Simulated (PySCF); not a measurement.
## Electronic structure of Sc (scandium, neutral) at the UHF level

Configuration: [Ar] 3d1 4s2, 2D determinant. Computed with PySCF 2.14 in x2c-TZVPall (6s5p4d1f, 48 functions), with scalar relativity by spin-free X2C-1e.

```json
{"Total energy": "-763.275899 hartree", "One-electron energy": "-1044.8843 hartree", "Hartree (Coulomb) energy": "319.9355 hartree", "Exchange energy": "-38.3271 hartree", "⟨S²⟩": "0.7619", "⟨L²⟩": "6.050", "Sum of ⟨r⟩": "21.40 bohr", "Sum of ⟨r²⟩": "52.67 bohr²", "Traceless quadrupole moment −½Σ⟨3z² − r²⟩ along its main axis": "0.222 e·bohr²", "Langevin diamagnetic susceptibility": "-41.7 ×10⁻⁶ cm³/mol", "Time after the integrals": "0.26 s of wall time on 1 thread of Neoverse-V1 (shared host)"}
```

```json
{"shell": "1s β", "electrons": "1", "mean orbital energy (hartree)": "-166.82387", "spread (hartree)": "0", "rms radius, mean of both spins (bohr)": "0.0844"}
{"shell": "1s α", "electrons": "1", "mean orbital energy (hartree)": "-166.82373", "spread (hartree)": "0", "rms radius, mean of both spins (bohr)": "0.0844"}
{"shell": "2s α", "electrons": "1", "mean orbital energy (hartree)": "-19.26697", "spread (hartree)": "0", "rms radius, mean of both spins (bohr)": "0.370"}
{"shell": "2s β", "electrons": "1", "mean orbital energy (hartree)": "-19.25479", "spread (hartree)": "0", "rms radius, mean of both spins (bohr)": "0.370"}
{"shell": "2p α", "electrons": "3", "mean orbital energy (hartree)": "-15.69017", "spread (hartree)": "0.00297", "rms radius, mean of both spins (bohr)": "0.340"}
{"shell": "2p β", "electrons": "3", "mean orbital energy (hartree)": "-15.67793", "spread (hartree)": "0.01771", "rms radius, mean of both spins (bohr)": "0.340"}
{"shell": "3s α", "electrons": "1", "mean orbital energy (hartree)": "-2.61772", "spread (hartree)": "0", "rms radius, mean of both spins (bohr)": "1.15"}
{"shell": "3s β", "electrons": "1", "mean orbital energy (hartree)": "-2.56433", "spread (hartree)": "0", "rms radius, mean of both spins (bohr)": "1.15"}
{"shell": "3p α", "electrons": "3", "mean orbital energy (hartree)": "-1.60838", "spread (hartree)": "0.03494", "rms radius, mean of both spins (bohr)": "1.27"}
{"shell": "3p β", "electrons": "3", "mean orbital energy (hartree)": "-1.54104", "spread (hartree)": "0.05289", "rms radius, mean of both spins (bohr)": "1.27"}
{"shell": "3d α", "electrons": "1", "mean orbital energy (hartree)": "-0.33998", "spread (hartree)": "0", "rms radius, mean of both spins (bohr)": "1.93"}
{"shell": "4s α", "electrons": "1", "mean orbital energy (hartree)": "-0.21777", "spread (hartree)": "0", "rms radius, mean of both spins (bohr)": "4.22"}
{"shell": "4s β", "electrons": "1", "mean orbital energy (hartree)": "-0.20578", "spread (hartree)": "0", "rms radius, mean of both spins (bohr)": "4.22"}
```

Densities and radii are taken from the X2C orbitals without a picture-change correction, which distorts them close to the nucleus.
